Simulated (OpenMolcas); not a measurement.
Pr3+: the spin-orbit constant, worked from levels

```
Program             : OpenMolcas 26.06
Basis               : ANO-R1 [7s5p3d2f]
Scalar Hamiltonian  : X2C, finite nucleus
Active space        : 2 electrons in 7 orbitals (4f)
State averaging     : 2S+1 = 3 even, 21 roots (18 in the spin-orbit step); 2S+1 = 1 even, 28 roots (14 in the spin-orbit step)
Spin-orbit coupling : RASSI with atomic mean-field integrals over the reference wave functions, term energies averaged over their components
```

Methods: CASSCF; SS-CASPT2, IPEA 0.25 Eh, imaginary shift 0.1 Eh (closed shells correlated: 5s 5p). Measured levels: Martin, Zalubas and Hagan, Atomic Energy Levels: The Rare-Earth Elements, NSRDS-NBS 60 (1978).

**The spin-orbit constant.** For the Hund term ³H of f2, E(J) = (A/2) J(J+1) + constant and ζ = 2S·A = 2A. From J = 4 to J = 6 the energy changes by 11 A.

```
   Source  E(6) - E(4)      A    ζ
   CASSCF       4828.1  438.9  878
SS-CASPT2       4840.4  440.0  880
 measured       4389.1  399.0  798
```

All in cm-1. SS-CASPT2 is off by +10.3 % and CASSCF by +10.0 %. Both methods take the spin-orbit matrix elements from the reference wave functions, so the second can move ζ only through the term energies and any multistate remixing. Second-order mixing with other terms is absorbed into this ζ.

CASPT2 does not keep the components of a term degenerate, so their means are used; among the terms shown or strongly mixed into the levels shown the widest spread is 15 cm-1 (4f² ³H, SS-CASPT2). Some high roots are left out of the spin-orbit mixing, which shifts the levels that they would mix with. The basis is small and was not contracted for so high a charge. Without dynamic correlation excited terms often stand tens of per cent too high (terms of higher spin than the ground term too low), and those without a measured partner can miss by more than the paired ones (holds for CASSCF). Measured partners are found by configuration, term and J. A level has none where our copy of the source lacks it or the pairing is in doubt (some pairs that miss far off the trend of their configuration count as doubtful), and it then counts in no deviation. Levels of configurations outside the active space are missing.
